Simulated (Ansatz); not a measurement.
Wavefunction ladder for C$_{4}$H$_{8}$O$_{4}$Sn, SMILES `CC(=O)[O][SnH2][O]C(C)=O`

```xyz
17

C     0.7878   -3.1064    0.5827
C    -0.0891   -1.9192    0.3778
O    -0.0118   -0.9016    1.0983
O    -0.9411   -1.9317   -0.5755
Sn   -1.6790    0.0354   -0.1680
O    -0.9573    1.9738    0.3847
C     0.0672    1.9197   -0.3780
C     1.0159    3.0685   -0.4029
O     0.2452    0.8944   -1.0695
H     1.5049   -3.1486   -0.2407
H     0.1927   -4.0190    0.5453
H     1.3230   -3.0311    1.5258
H    -2.7486   -0.2014    1.1406
H    -2.4557    0.3120   -1.6623
H     1.7176    2.9694   -1.2273
H     0.4638    4.0056   -0.4730
H     1.5644    3.0805    0.5418
```

Total charge 0; spin multiplicity 1. Correlated methods include outer-core shells of Sn, which these sets cover unevenly. Sn takes the def2 core potential. The geometry is a stationary point of PBE0-D4/def2-TZVP. It is one conformer, not always the lowest. Frozen core, restricted reference, the Gaussian-basis code of Ansatz.

| basis | HF (Eh) | MP2 corr. | CCSD corr. | (T) | CCSD(T) total |
| --- | --- | --- | --- | --- | --- |
| def2-SVP | -668.65109 | -1.38300 | -1.43554 | -0.04748 | -670.13411 |
| def2-TZVPP | -669.20847 | -1.91119 | -1.93296 | -0.08147 | -671.22290 |
| def2-QZVPP | -669.23248 | -2.24240 | – | – | – |
